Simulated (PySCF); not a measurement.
**MoCl2: one-bond stretch**

All numbers come from UPBE in PySCF with Mo def2-SVP with ECP28, Cl def2-SVP; scalar-relativistic core potentials, no spin–orbit coupling; density-fitted integrals.

Rigid scan from the quintet minimum (Mo–Cl 2.280 Å (×2); Cl–Mo–Cl 132.5°). Coordinate: the bond from Mo to the last atom (Cl) scaled, the rest fixed. Energies in kJ/mol from the minimum.

Predict the curve at 0.92, 0.96, 1.00, 1.05, 1.12, 1.20, 1.35, 1.55, 1.80.


| scale of one bond | E (kJ/mol) | dipole size (D) | ⟨S²⟩ |
| --- | --- | --- | --- |
| 0.92 | 30.5 | 1.66 | 6.02 |
| 0.96 | 6.6 | 1.68 | 6.02 |
| 1.00 | 0.0 | 1.81 | 6.02 |
| 1.05 | 7.9 | 2.09 | 6.03 |
| 1.12 | 36.7 | 2.57 | 6.03 |
| 1.20 | 81.8 | 3.14 | 6.05 |
| 1.35 | 169.8 | 3.97 | 6.13 |
| 1.55 | 258.8 | – | 6.34 |
| 1.80 | 320.2 | – | 6.56 |

Spin contamination is strong at 1.55, 1.80, so these points are less reliable.

Open d and f shells are described by one determinant, and the ground state may have another occupation or spin.

Other isomers or separated fragments may lie lower.
